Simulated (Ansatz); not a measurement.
This geometry of F3H3HfOSi + H4Si (14 atoms, charge 0, multiplicity 1) is a first-order saddle point.

Theory: Ansatz 0.2.0, RKS PBE/def2-SVP.

```xyz
14
Properties=species:S:1:pos:R:3
Hf 0.130 -0.244 0.025
O -0.267 -0.361 2.128
Si -1.341 -0.055 3.432
H -2.593 -0.857 3.244
H -0.643 -0.462 4.695
H -1.641 1.412 3.430
F 1.441 1.136 -0.183
F -1.654 0.442 -0.201
F 0.191 -1.388 -1.519
Si 1.528 -2.638 1.059
H 0.842 -3.857 0.504
H 2.719 -2.324 0.182
H 2.088 -2.998 2.416
H 0.389 -1.313 1.921
```

Task: Which two structures does it join? (They come from a converged band through this point; their orientation in space is the band's.)

Result: Bonds broken: Si10–H14. Bonds formed: Hf1–Si10, O2–H14. F3H3HfOSi + H4Si becomes F3H7HfOSi2.

Image 0:

```xyz
14
Properties=species:S:1:pos:R:3
Hf -0.135 0.131 0.160
O -1.006 0.052 1.898
Si -1.717 -0.047 3.421
H -2.992 -0.837 3.327
H -0.770 -0.732 4.367
H -2.016 1.337 3.924
F 1.665 0.809 0.276
F -1.116 1.425 -0.862
F -0.281 -1.526 -0.825
Si 1.920 -2.841 1.073
H 0.984 -3.991 0.859
H 2.615 -2.463 -0.200
H 2.924 -3.163 2.141
H 1.115 -1.662 1.574
```

Image 10:

```xyz
14
Properties=species:S:1:pos:R:3
Hf 0.302 -0.249 0.057
O 0.088 -0.297 2.375
Si -1.417 -0.172 3.258
H -2.307 -1.318 2.904
H -0.993 -0.259 4.694
H -2.023 1.158 2.963
F 1.587 1.154 0.338
F -1.605 -0.072 0.425
F 0.275 -0.495 -1.844
Si 1.443 -2.703 0.632
H 0.374 -3.761 0.820
H 2.434 -3.257 -0.364
H 2.172 -2.660 1.968
H 0.859 -0.574 2.909
```

Task: How far does it lie above each of them?

Result: 1.61 eV above the first and 0.42 eV above the second. This is the barrier of this one path; another mechanism may lie lower. The orbitals stay closed-shell, which can raise the energy where a bond breaks towards radicals; this wasn't checked here.

Time of the run: 11 min on 4 threads of Arm Neoverse V2, with other jobs on the host, peak memory 0.26 GiB.
